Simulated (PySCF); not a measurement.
Polarisability and C₆ of Si²⁺ (silicon, charge +2)

[Ne] 3s2, closed-shell 1S. All numbers are calculated (PySCF 2.14, scalar relativity by spin-free X2C-1e, in dyall-av3z (19s12p3d2f, 84 functions)). Coupled (time-dependent) response in atomic units; α is the mean over directions.

```csv
method,mean α (bohr³),C₆ (like pair),S(−4)
UHF,12.44,44.06,88.68
PBE,11.55,39.21,77.76
PBE0,11.80,40.53,80.87
TPSSh,12.13,42.50,84.25
LC-wPBE,12.00,41.42,84.09
```

S(−4) is the Cauchy moment in α(ω) = α(0) + S(−4) ω² + …

α(iu) at PBE0:

```json
{"u (hartree)": "0", "α(iu) (bohr³)": "11.80"}
{"u (hartree)": "0.0500", "α(iu) (bohr³)": "11.61"}
{"u (hartree)": "0.100", "α(iu) (bohr³)": "11.05"}
{"u (hartree)": "0.200", "α(iu) (bohr³)": "9.273"}
{"u (hartree)": "0.300", "α(iu) (bohr³)": "7.326"}
{"u (hartree)": "0.500", "α(iu) (bohr³)": "4.413"}
{"u (hartree)": "0.750", "α(iu) (bohr³)": "2.523"}
{"u (hartree)": "1.00", "α(iu) (bohr³)": "1.604"}
{"u (hartree)": "1.50", "α(iu) (bohr³)": "0.8193"}
{"u (hartree)": "2.00", "α(iu) (bohr³)": "0.5076"}
{"u (hartree)": "3.00", "α(iu) (bohr³)": "0.2629"}
{"u (hartree)": "5.00", "α(iu) (bohr³)": "0.1170"}
```

A single London oscillator, α(iu) = α/(1 + u²/ω²), gives C₆ = (3/4) ω α². Matching the computed C₆ needs ω = 4 × 40.53 / (3 × 11.80²) = 0.388 hartree.

For an ion, C₆ is the dispersion term alone; charge-induced terms of lower order in 1/R come first.
